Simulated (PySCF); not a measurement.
Computed shifts of a molecule CH7Cl2NSi2, PBE/pcSseg-1 in PySCF, GIAO, gas phase, equivalent atoms averaged, in ppm (number of nuclei): ²⁹Si: -3.5 (1), -66.0 (1). ¹³C: 28.8 (1). ¹⁵N: 65.3 (1). ¹H: 6.09 (1), 4.23 (3), 3.13 (1), 2.77 (1), 1.16 (1). References: ²⁹Si against TMS (σ = 335.4 ppm); ¹³C against TMS (σ = 182.0 ppm); ¹⁵N against NH3 (σ = 267.0 ppm); ³⁵Cl against HCl (σ = 936.5 ppm); ¹H against TMS (σ = 31.49 ppm), references at their B3LYP-D3(BJ)/def2-TZVP geometries, non-relativistic (without spin–orbit terms, shifts of atoms bonded to Cl or Br come out too high). Geometry: B3LYP-D3(BJ)/def2-SVP. One conformer was computed; it need not be the lowest.

### Question
Which structure fits?
A. CN[Si]([SiH3])(Cl)Cl
B. [SiH3]CN[SiH](Cl)Cl
C. C[Si](Cl)(Cl)[SiH2]N
D. C[Si@@H](N)[SiH](Cl)Cl

### Answer
B, [SiH3]CN[SiH](Cl)Cl
